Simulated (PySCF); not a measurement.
B₂BiO, SMILES [Bi]#[B-]B=O, charge -1.

The structure is a stationary point at PBE-D3(BJ)/def2-SVPD. The def2 effective core potentials stand for the cores of Bi; spin–orbit coupling is left out.

All values below come from PySCF with PBE-D3(BJ)/def2-SVPD.

Frequencies are harmonic and unscaled.

Modes within 1.5 cm⁻¹ of each other (mostly degenerate sets) share a row, with their intensities summed.

| mode | ν (cm⁻¹) | IR (km/mol) | moving atoms (share of kinetic energy) |
|---|---|---|---|
| 1–2 | 112 | 3.3 | B 78 %, O 21 % |
| 3 | 329 | 5.1 | O 50 %, B 36 %, Bi 14 % |
| 4–5 | 443 | 65.0 | B 88 %, O 12 % |
| 6 | 1057 | 1.0 | B 86 %, O 13 % |
| 7 | 1833 | 698.7 | B 69 %, O 31 % |
